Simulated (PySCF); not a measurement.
**Working out the ionisation energy of Sr⁺**

Sr⁺ [Kr] 5s1 (2S) → Sr²⁺ [Kr] (1S). Calculation: PySCF 2.14, in aug-cc-pwCVTZ-X2C (10s9p7d3f, 93 functions); the spin-free X2C one-electron Hamiltonian (Gaussian nucleus). Frozen: [Ar] 3d10. Energies in hartree (1 hartree = 27.21139 eV):

```json
{"part": "UHF", "Sr⁺ (lower)": "-3177.179257", "Sr²⁺ (upper)": "-3176.795378"}
{"part": "CCSD correlation", "Sr⁺ (lower)": "-0.209763", "Sr²⁺ (upper)": "-0.191670"}
{"part": "(T)", "Sr⁺ (lower)": "-0.005703", "Sr²⁺ (upper)": "-0.004371"}
```

Q: What does Hartree-Fock give?

A: (-3176.795378) − (-3177.179257) = 0.383879 hartree = 10.446 eV.

Q: What do CCSD and CCSD(T) give?

A: The CCSD correlation energies differ by 0.018093 hartree = 0.492 eV and the triples by 0.001332 hartree = 0.036 eV, so CCSD gives 10.938 eV and CCSD(T) 10.974 eV.

Measured between the centres of the two terms (NIST): 11.030 eV, so CCSD(T) (valence and next inner shell) is off by -0.056 eV.

What remains against the reference includes basis incompleteness, the frozen core and higher excitations.
